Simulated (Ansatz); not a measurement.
Consider the ligand exchange at the Si–S bond: `N[SiH2][S][AlH2]` + `N[SiH](N)F` → `N[SiH2]N[SiH](N)F` + `[AlH2][SH]`.

Calculated with Ansatz (gas phase, PBE0-D4/def2-TZVP geometries, no zero-point term in ΔE). CCSD(T)/CBS adds triple-zeta CCSD(T) − MP2 to the extrapolated MP2 energy (def2 sets, frozen cores). This one scheme is used for every species. DFT in def2-TZVPP. One conformer a species, not always the lowest.

`N[SiH2][S][AlH2]`:

```xyz
10

N    -0.337   -1.473   -0.882
Si   -0.926   -0.674    0.510
S     0.514    0.371    1.732
Al    1.194    1.797    0.242
H    -0.149   -0.943   -1.719
H     0.282   -2.263   -0.800
H    -1.949    0.293    0.047
H    -1.498   -1.685    1.429
H     2.323    2.824    0.646
H     0.544    1.753   -1.205
```

`N[SiH](N)F`:

Cartesian coordinates in Å:
```
N 1.314 -0.381 0.452
Si 0.037 0.489 -0.254
N -1.372 -0.439 -0.097
F 0.054 1.890 0.525
H 2.144 0.087 0.774
H 1.486 -1.342 0.211
H 0.128 0.861 -1.685
H -2.164 -0.294 -0.701
H -1.628 -0.872 0.774
```

`N[SiH2]N[SiH](N)F`:

Z-matrix (Å, degrees):
```
Si
N 1 1.724
N 1 1.727 2 109.8
H 1 1.491 2 104.7 3 123.8
H 1 1.485 2 114.1 3 -116.5
Si 2 1.712 1 128.7 3 58.3
H 2 1.010 1 115.1 3 -123.7
H 3 1.009 1 117.8 2 -153.7
H 3 1.009 1 119.4 2 67.8
N 6 1.688 2 106.7 1 -22.6
F 6 1.602 2 113.6 1 96.1
H 6 1.481 2 108.7 1 -150.2
H 10 1.009 6 120.7 2 -17.6
H 10 1.004 6 124.4 2 157.1
```

`[AlH2][SH]`:

Z-matrix (Å, degrees):
```
Al
S 1 2.181
H 1 1.579 2 116.5
H 1 1.581 2 118.9 3 -180.0
H 2 1.344 1 93.7 3 180.0
```

```csv
species,PBE0 energy (Eh)
`N[SiH2][S][AlH2]`,-988.17279
`N[SiH](N)F`,-501.74891
`N[SiH2]N[SiH](N)F`,-847.70594
`[AlH2][SH]`,-642.21259
```

Q: Work out ΔE.

A: ΔE = (-847.70594) + (-642.21259) − (-988.17279) − (-501.74891) = 0.00317 Eh = +8.3 kJ/mol. CCSD(T)/CBS gives +1.2 kJ/mol.

Largest T1 diagnostic among the species: 0.011.

The D4 term adds −3.0 kJ/mol with B3LYP and −2.0 kJ/mol with PBE0; it sums over pairs of atoms, weighted by their polarisabilities, and B3LYP, whose exchange is more repulsive, gets the larger term.

B3LYP here is the variant with VWN-RPA as its local correlation; programs differ in this.
